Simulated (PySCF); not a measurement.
**Nd (neodymium, neutral) across methods**

[Xe] 4f4 5d2, one real determinant (an excited configuration). Calculation: PySCF 2.14, in cc-pVDZ-X2C (8s7p5d3f1g, 84 functions); the spin-free X2C one-electron Hamiltonian (Gaussian nucleus).

```json
{"method": "PBE0", "E (hartree)": "-9622.80", "mean ε 5p β (eV)": "-19.489", "mean ε 4f α (eV)": "-2.273", "mean ε 5d α (eV)": "-1.520", "Σ⟨r²⟩ (bohr²)": "72.86", "⟨S²⟩": "12.001"}
{"method": "PBE", "E (hartree)": "-9622.81", "mean ε 5p β (eV)": "-17.698", "mean ε 4f α (eV)": "0.223", "mean ε 5d α (eV)": "-0.683", "Σ⟨r²⟩ (bohr²)": "71.93", "⟨S²⟩": "12.001"}
{"method": "LDA", "E (hartree)": "-9615.46", "mean ε 5p β (eV)": "-17.950", "mean ε 4f α (eV)": "0.133", "mean ε 5d α (eV)": "-0.690", "Σ⟨r²⟩ (bohr²)": "71.79", "⟨S²⟩": "12.001"}
{"method": "UHF", "E (hartree)": "-9619.49428", "mean ε 5p β (eV)": "-22.394", "mean ε 4f α (eV)": "-7.825", "mean ε 5d α (eV)": "-2.804", "Σ⟨r²⟩ (bohr²)": "70.56", "⟨S²⟩": "12.004"}
```

⟨L²⟩ = 46.05 against 90 for a pure M term, so this real determinant mixes terms. Spin-orbit coupling, absent here, splits the open shell strongly.

The highest occupied level is positive at PBE, LDA: only the finite basis holds that electron, which in a density functional comes from self-interaction.
